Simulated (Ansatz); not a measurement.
Gas-phase electronic energies from Ansatz, PBE0-D4/def2-TZVP geometries. CBS: MP2 limit from def2 TZ/QZ plus the TZ coupled-cluster correction, frozen cores. This one scheme is used for every species. DFT in def2-TZVPP. B3LYP here is the variant with VWN-RPA as its local correlation; programs differ in this. HSE06 is defined as in plane-wave codes. One conformer a species, not always the lowest.

Consider the ligand exchange at a B–C bond: `CCB(N)N` + silanol → `NB(N)O[SiH3]` + ethane.

```json
{"level": "LDA (SPW92)", "ΔE (kcal/mol)": "-27.7", "difference from CCSD(T)/CBS": "0.6"}
{"level": "PBE-D4", "ΔE (kcal/mol)": "-26.8", "difference from CCSD(T)/CBS": "1.5"}
{"level": "B97M-V", "ΔE (kcal/mol)": "-30.3", "difference from CCSD(T)/CBS": "-2.0"}
{"level": "PBE0-D4", "ΔE (kcal/mol)": "-27.9", "difference from CCSD(T)/CBS": "0.4"}
{"level": "ωB97X-V", "ΔE (kcal/mol)": "-28.6", "difference from CCSD(T)/CBS": "-0.3"}
{"level": "ωB97M-V", "ΔE (kcal/mol)": "-28.6", "difference from CCSD(T)/CBS": "-0.3"}
{"level": "B2PLYP", "ΔE (kcal/mol)": "-29.5", "difference from CCSD(T)/CBS": "-1.2"}
{"level": "PBE0", "ΔE (kcal/mol)": "-28.0", "difference from CCSD(T)/CBS": "0.3"}
{"level": "B3LYP", "ΔE (kcal/mol)": "-29.8", "difference from CCSD(T)/CBS": "-1.5"}
{"level": "r2SCANh", "ΔE (kcal/mol)": "-29.5", "difference from CCSD(T)/CBS": "-1.2"}
{"level": "HSE06", "ΔE (kcal/mol)": "-28.0", "difference from CCSD(T)/CBS": "0.3"}
{"level": "BHLYP", "ΔE (kcal/mol)": "-31.4", "difference from CCSD(T)/CBS": "-3.1"}
{"level": "MP2/def2-SVP", "ΔE (kcal/mol)": "-31.1", "difference from CCSD(T)/CBS": "-2.8"}
{"level": "HF/def2-QZVPP", "ΔE (kcal/mol)": "-33.8", "difference from CCSD(T)/CBS": "-5.5"}
{"level": "HF/CBS(def2)", "ΔE (kcal/mol)": "-33.8", "difference from CCSD(T)/CBS": "-5.5"}
{"level": "CCSD/CBS(def2)", "ΔE (kcal/mol)": "-28.9", "difference from CCSD(T)/CBS": "-0.6"}
{"level": "CCSD(T)/CBS", "ΔE (kcal/mol)": "-28.3", "difference from CCSD(T)/CBS": "0"}
```

Largest T1 diagnostic among the species: 0.011.

At CCSD(T), def2-SVP lies −2.8 kcal/mol from the extrapolated value and def2-TZVPP −0.2 kcal/mol. From PBE to PBE0 (25 % exact exchange), in def2-TZVPP and without D4, ΔE moves by −1.2 kcal/mol. In def2-TZVPP, CCSD(T) changes the Hartree–Fock value by +5.1 kcal/mol (the triples alone add +0.6 kcal/mol) and MP2 by +5.4 kcal/mol.
